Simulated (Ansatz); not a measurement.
F2Si (SMILES F[Si]F, charge +1) moved off its minimum; all values from Ansatz (a quantum-chemistry and plane-wave program), cores frozen in correlated methods. Open shells are unrestricted.
(charge 1, multiplicity 2)
```xyz
3

F     -1.2952    -0.3820     0.1140
Si    -0.0348     0.4491    -0.0016
F      1.3860    -0.3552     0.0537
```

```json
[
 {"level": "HF/def2-TZVPP", "largest force (eV/Å)": "4.73", "on atom": "F3", "rms difference from CCSD(T)/cc-pV(T+d)Z (eV/Å)": "0.794", "dipole (D)": "-"},
 {"level": "PBE/def2-TZVPP", "largest force (eV/Å)": "3.67", "on atom": "Si2", "rms difference from CCSD(T)/cc-pV(T+d)Z (eV/Å)": "0.541", "dipole (D)": "-"},
 {"level": "r2SCAN/def2-TZVPP", "largest force (eV/Å)": "3.83", "on atom": "Si2", "rms difference from CCSD(T)/cc-pV(T+d)Z (eV/Å)": "0.092", "dipole (D)": "-"},
 {"level": "B3LYP/def2-TZVPP", "largest force (eV/Å)": "3.74", "on atom": "Si2", "rms difference from CCSD(T)/cc-pV(T+d)Z (eV/Å)": "0.194", "dipole (D)": "-"},
 {"level": "wB97M-V/def2-TZVPP", "largest force (eV/Å)": "3.81", "on atom": "Si2", "rms difference from CCSD(T)/cc-pV(T+d)Z (eV/Å)": "0.142", "dipole (D)": "-"},
 {"level": "MP2/cc-pV(T+d)Z", "largest force (eV/Å)": "4.01", "on atom": "Si2", "rms difference from CCSD(T)/cc-pV(T+d)Z (eV/Å)": "0.042", "dipole (D)": "-"},
 {"level": "CCSD(T)/cc-pV(T+d)Z", "largest force (eV/Å)": "3.92", "on atom": "Si2", "rms difference from CCSD(T)/cc-pV(T+d)Z (eV/Å)": "0.000", "dipole (D)": "-"}
]
```

The differences count from one level among others, with limits of its own. Forces at CCSD(T)/cc-pV(T+d)Z (eV/Å):

```
atom      Fx      Fy      Fz
----  ------  ------  ------
F1    -0.806  -0.360   0.056
Si2    3.660  -1.407   0.072
F3    -2.854   1.767  -0.127
```
